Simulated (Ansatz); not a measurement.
Relaxing a trial structure of Al2F2HN

The starting geometry of this gas-phase singlet was optimised with GFN2-xTB.

```yaml
atoms:
  - { symbol: Al, position_ang: [-1.5996, -0.6292, -0.2551] }
  - { symbol: Al, position_ang: [-2.0513, -3.0176, -1.1859] }
  - { symbol: F, position_ang: [-1.9480, -0.3383, 1.3348] }
  - { symbol: F, position_ang: [-0.2579, 0.1693, -0.7976] }
  - { symbol: N, position_ang: [-2.7958, -1.4285, -1.3957] }
  - { symbol: H, position_ang: [-3.5238, -0.8892, -1.8531] }
```

Question: Predict what becomes of its bonds when it is optimised with PBE0-D3(BJ)/def2-SVP.

Answer: A bond breaks, leaving `[F][Al]([F])[NH][Al]`. Contacts that open: Al1–Al2 (2.60 → 3.26 Å).

The energy falls by 0.66 eV over 16 steps:

```tsv
step	E − E(last) (eV)
1	0.659
3	0.386
4	0.299
6	0.220
8	0.152
9	0.107
11	0.008
13	0.001
14	0.000
16	0.000
```

Final geometry (Å):

```xyz
6

Al   -1.6134   -0.4186   -0.2265
Al   -3.2335   -3.1440   -0.9661
F    -1.5169   -0.8039    1.3812
F    -0.9338    1.0060   -0.7243
N    -2.4324   -1.5427   -1.3210
H    -2.4464   -1.2303   -2.2959
```

Frequencies at the end are all real (lowest 71 cm⁻¹). Run with Ansatz 0.2.0, 68 s on 1 thread of Arm Neoverse N1, with other jobs on the host.
